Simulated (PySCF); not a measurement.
**TDDFT excited states: C4H5ClF2O**

C₄H₅ClF₂O.
Numbering: `[CH2:1]=[C:2]([Cl:3])[O:4][C@H:5]([F:6])[CH2:7][F:8]` (hydrogens: H9, H10 on C1; H11 on C5; H12, H13 on C7)

The calculation used PySCF, TDDFT CAM-B3LYP/def2-SVPD, vertical, gas phase, core orbitals frozen in the response. The structure is a single PBE0-D3(BJ)/def2-SVP conformer in the gas phase; no vibrational or solvent corrections. Torsions of this conformer, `[CH2:1]=[C:2]([Cl:3])[O:4][C@H:5]([F:6])[CH2:7][F:8]`: C1–C2–O4–C5 131°, C2–O4–C5–F6 -73°, O4–C5–C7–F8 -69°.

```
state  E (eV)  E (kJ/mol)  λ (nm)       f  |μ| (D)  main configurations (H = HOMO, L = LUMO)
   S1    6.50         628   190.6   0.019     0.88       H→L+1 (48%), H→L (15%), H→L+2 (13%)
   S2    6.85         661   181.0   0.338     3.61                    H→L (81%), H→L+1 (11%)
   S3    7.30         704   170.0  0.0067     0.49     H→L+3 (56%), H→L+1 (24%), H→L+2 (11%)
   S4    7.95         767   155.9  0.0011     0.19                               H-1→L (89%)
   S5    8.13         785   152.5   0.016     0.73                               H-2→L (76%)
   S6    8.17         788   151.8   0.022     0.85                  H→L+5 (58%), H→L+3 (12%)
```

The lowest singlet lies at 6.50 eV (191 nm, vacuum ultraviolet) and is weak; its leading configuration is HOMO→LUMO+1 (48%). The most intense listed level is S2 at 6.85 eV (181 nm, f = 0.338), 0.35 eV above S1. Löwdin shares by element: HOMO carbon 61% or more, chlorine 20%, oxygen 11%; LUMO carbon 60% or more, chlorine 14%, oxygen 8% (atoms not listed hold the other 18%). Weighted by f, the mean energy of these states is 6.97 eV. The listed states span 1.66 eV, and the widest gap between neighbours is 0.66 eV (S3 to S4). Orbital energies (eV): HOMO-3 -11.58, HOMO-2 -11.08, HOMO-1 -10.92, HOMO -8.88, LUMO 0.79, LUMO+1 1.10, LUMO+2 1.59. The window holds the lowest 6 singlets.
